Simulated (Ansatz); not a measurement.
`C[SiH2][SiH]([AlH2])Cl` → Al• + C• + Cl• + 8 H• + 2 Si•  (atomization)

Computed with Ansatz on PBE0-D4/def2-TZVP structures; ΔE is electronic, products minus reactants. CCSD(T)/CBS is the MP2 limit (def2-TZVPP, def2-QZVPP) plus CCSD(T) − MP2 in def2-TZVPP, frozen cores. This one scheme is used for every species, atoms too. Functionals use def2-TZVPP. B3LYP here is the variant with VWN-RPA as its local correlation; programs differ in this. No spin–orbit coupling; open shells (•) take unrestricted orbitals. Spin–orbit coupling would lower the free atoms: a little for Al, C, Cl, Si. One conformer a species, not always the lowest.

`C[SiH2][SiH]([AlH2])Cl`:

Cartesian coordinates in Å:
```
C 0.074 1.542 1.445
Si 0.081 -0.333 1.365
Si -0.768 -1.053 -0.700
Al 0.614 -0.353 -2.603
Cl -0.958 -3.128 -0.646
H 0.484 1.887 2.397
H -0.943 1.930 1.354
H 0.675 1.973 0.641
H -0.734 -0.915 2.467
H 1.473 -0.849 1.504
H -2.150 -0.502 -0.833
H 1.233 -1.400 -3.620
H 0.919 1.200 -2.770
```

Q: What is ΔE at CCSD(T)/CBS? (An estimate is asked.)

A: Computed: +4007.5 kJ/mol.

Q: What do these levels give: PBE0-D4, B2PLYP, r2SCAN, PBE0, B3LYP, HF/def2-TZVPP, SCS-MP2/def2-TZVPP, CCSD/def2-TZVPP, CCSD(T)/def2-TZVPP, MP2/def2-QZVPP, HF/CBS(def2), MP2/CBS(def2)? (Estimate.)

A: The calculation gave: PBE0-D4 3979.5, B2PLYP 3931.7, r2SCAN 4005.0, PBE0 3950.5, B3LYP 3933.6, HF/def2-TZVPP 3058.4, SCS-MP2/def2-TZVPP 3918.7, CCSD/def2-TZVPP 3860.5, CCSD(T)/def2-TZVPP 3902.6, MP2/def2-QZVPP 3962.0, HF/CBS(def2) 3065.0, MP2/CBS(def2) 4004.8 kJ/mol.

Largest T1 diagnostic among the species: 0.018.

The D4 term adds +53.9 kJ/mol with B3LYP and +28.9 kJ/mol with PBE0; it sums over pairs of atoms, weighted by their polarisabilities, and B3LYP, whose exchange is more repulsive, gets the larger term. In def2-TZVPP, CCSD(T) changes the Hartree–Fock value by +844.2 kJ/mol (the triples alone add +42.1 kJ/mol) and MP2 by +841.4 kJ/mol; breaking electron pairs costs correlation energy, which Hartree–Fock lacks.

For atomizations the MP2-based limit and the directly extrapolated one differ by several kJ/mol either way, and by 10 to 25 for some Ge, Se and Sn compounds, so smaller differences from it don't rank the levels.
